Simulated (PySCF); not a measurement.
Job file and geometry (Å, from GFN2-xTB) of an NMR shielding run on SMILES c1(Cl)cc([SiH2]C)sc1, C5H7ClSSi, PySCF, GIAO PBE0/pcSseg-1 NMR shielding, non-relativistic, gas phase; density fitting, a coarse starting grid and PySCF grid level 2 are the driver's defaults:

```
$ OMP_NUM_THREADS=1 python probes_run.py task.json out

{"job": {"kind": "nmr", "xc": "PBE0", "basis": "pcSseg-1"}, "charge": 0, "multiplicity": 1}
C     -2.569553     0.829362     0.022406
Si    -1.533231    -0.746972    -0.173012
C      0.289085    -0.273064    -0.142038
C      1.296842    -0.795888     0.610415
C      2.554729    -0.210966     0.340757
Cl     4.004651    -0.676461     1.142244
C      2.504743     0.754557    -0.615913
S      0.906069     0.957777    -1.198862
H     -2.294897     1.570249    -0.723848
H     -3.628584     0.618931    -0.092969
H     -2.427605     1.280299     1.000967
H     -1.746259    -1.683738     0.933744
H     -1.819047    -1.392762    -1.459770
H      1.152589    -1.572294     1.338453
H      3.306054     1.348958    -1.004485
```

Task: Write the output of this run.

Result: 
```
coarse grid: 14648 points
cycle   1  E = -1341.8189937330  dE =  1.183e+00  |g| = 4.063e-01  |ddm| = 3.921e+00
cycle   2  E = -1341.8085358224  dE =  1.046e-02  |g| = 4.515e-01  |ddm| = 7.869e-01
cycle   3  E = -1341.8598378697  dE = -5.130e-02  |g| = 6.506e-02  |ddm| = 4.619e-01
cycle   4  E = -1341.8605418308  dE = -7.040e-04  |g| = 4.270e-02  |ddm| = 1.203e-01
cycle   5  E = -1341.8610215607  dE = -4.797e-04  |g| = 9.860e-03  |ddm| = 4.984e-02
cycle   6  E = -1341.8610444610  dE = -2.290e-05  |g| = 2.783e-03  |ddm| = 1.190e-02
cycle   7  E = -1341.8610461218  dE = -1.661e-06  |g| = 1.017e-03  |ddm| = 3.562e-03
final grid: 129064 points
cycle   8  E = -1341.9100017657  dE = -2.612e-05  |g| = 8.581e-03  |ddm| = 3.163e-02
cycle   9  E = -1341.9099829818  dE =  1.878e-05  |g| = 1.176e-02  |ddm| = 1.986e-02
cycle  10  E = -1341.9100189568  dE = -3.597e-05  |g| = 1.820e-03  |ddm| = 1.416e-02
cycle  11  E = -1341.9100197910  dE = -8.342e-07  |g| = 4.753e-04  |ddm| = 2.525e-03
cycle  12  E = -1341.9100198456  dE = -5.466e-08  |g| = 9.642e-05  |ddm| = 4.714e-04
cycle  13  E = -1341.9100198477  dE = -2.047e-09  |g| = 3.486e-05  |ddm| = 1.253e-04
cycle  14  E = -1341.9100198480  dE = -3.060e-10  |g| = 9.824e-06  |ddm| = 3.996e-05
converged SCF energy = -1341.9100198480

GIAO shielding tensors (ppm)
atom      isotropic    diamagn.    paramagn.     s11        s22        s33       span
  0 C      190.623     252.653     -62.030    184.822    188.607    198.439     13.617
  1 Si     397.973     880.778    -482.806    365.614    401.959    426.345     60.732
  2 C       42.228     263.248    -221.020    -34.981      8.110    153.555    188.536
  3 C       45.685     249.467    -203.782    -37.094     43.662    130.488    167.582
  4 C       50.680     256.894    -206.214    -25.321     70.531    106.831    132.152
  5 Cl     765.436    1144.405    -378.970    523.428    747.737   1025.142    501.714
  6 C       50.903     260.187    -209.284    -33.764     48.203    138.270    172.034
  7 S      251.463    1057.450    -805.987     92.651    267.579    394.159    301.508
  8 H       31.204      30.900       0.304     25.692     30.572     37.348     11.656
  9 H       31.430      27.532       3.897     26.718     27.592     39.979     13.261
 10 H       31.257      30.649       0.608     27.005     29.040     37.726     10.721
 11 H       26.938      29.509      -2.571     22.700     26.138     31.976      9.276
 12 H       26.841      28.790      -1.949     23.479     25.025     32.020      8.541
 13 H       24.505      31.886      -7.381     20.447     24.597     28.472      8.025
 14 H       24.420      31.691      -7.271     20.874     25.560     26.826      5.952
```

Task: Turn these shieldings into chemical shifts. δ = σ(ref) − σ, references computed at the same level: ¹³C (186.93 ppm) and ²⁹Si (349.16 ppm) and ¹H (31.72 ppm) vs TMS; HCl for ³⁵Cl (949.78 ppm); CS2 for ³³S (503.73 ppm).

Result: Averaging equivalent atoms: C 2: 144.7; C 3: 141.2; C 4: 136.2; C 6: 136.0; C 0: -3.7; Si 1: -48.8; Cl 5: 184; S 7: 252; H 14: 7.30; H 13: 7.21; H 11/12: 4.83; H 8/9/10: 0.42 ppm. 

Size and cost of the density-fitted run: 192 basis functions, 30 s wall time on 1 thread of an Arm Neoverse V2, shared host; peak memory 0.78 GiB.
